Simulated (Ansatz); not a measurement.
Consider the cleavage of the Al–Ge bond: `[F][GeH2][AlH2]` + `C[SiH2]N` → `C[SiH2][NH][AlH2]` + `[F][GeH3]`.

Gas-phase electronic energies from Ansatz, PBE0-D4/def2-TZVP geometries. CBS: MP2 limit from def2 TZ/QZ plus the TZ coupled-cluster correction, frozen cores. Functionals use def2-TZVPP. B3LYP here is the variant with VWN-RPA as its local correlation; programs differ in this. For Ge outer-core shells are correlated without core-valence functions, which leaves a few kJ/mol of doubt a bond. Scalar relativity is left out up to krypton. One conformer a species, not always the lowest.

`[F][GeH2][AlH2]`:

Cartesian coordinates in Å:
```
F 0.183 1.587 1.587
Ge 0.171 -0.072 1.005
Al -0.242 -0.030 -1.453
H 1.537 -0.645 1.444
H -0.915 -0.771 1.855
H -0.300 -1.414 -2.227
H -0.435 1.346 -2.211
```

`C[SiH2]N`:

Z-matrix (Å, degrees):
```
C
Si 1 1.871
H 1 1.093 2 111.2
H 1 1.094 2 110.5 3 119.8
H 1 1.093 2 111.2 3 -120.4
N 2 1.720 1 116.4 3 60.2
H 2 1.489 1 108.4 3 -179.4
H 2 1.489 1 108.4 3 -60.3
H 6 1.007 2 120.7 1 73.7
H 6 1.007 2 120.7 1 -73.5
```

`C[SiH2][NH][AlH2]`:

```xyz
12

C     1.104    1.122   -1.284
Si    0.889   -0.037    0.165
N    -0.616   -0.891    0.127
Al   -1.970   -0.847    1.283
H     2.066    1.639   -1.223
H     1.078    0.576   -2.230
H     0.312    1.874   -1.305
H     2.038   -0.989    0.173
H     0.903    0.728    1.441
H    -0.726   -1.516   -0.662
H    -3.221   -1.771    0.980
H    -1.858    0.111    2.535
```

`[F][GeH3]`:

Cartesian coordinates in Å:
```
F 1.588 -0.134 -0.432
Ge -0.087 0.007 0.024
H -0.099 0.619 1.430
H -0.740 0.923 -1.019
H -0.661 -1.414 -0.002
```

| level | ΔE (kJ/mol) |
| --- | --- |
| B3LYP-D4 | -88.0 |
| ωB97M-V | -91.4 |
| PBE | -73.2 |
| B3LYP | -83.6 |

What does CCSD(T)/CBS give? (Best estimate.)

Computed: -90.3 kJ/mol. The listed levels differ from it by 2.3, -1.1, 17.1, 6.7 kJ/mol.

Largest T1 diagnostic among the species: 0.012.

The D4 term adds −4.3 kJ/mol with B3LYP and −2.4 kJ/mol with PBE0; it sums over pairs of atoms, weighted by their polarisabilities, and B3LYP, whose exchange is more repulsive, gets the larger term. From PBE to PBE0 (25 % exact exchange), in def2-TZVPP and without D4, ΔE moves by −3.8 kJ/mol.
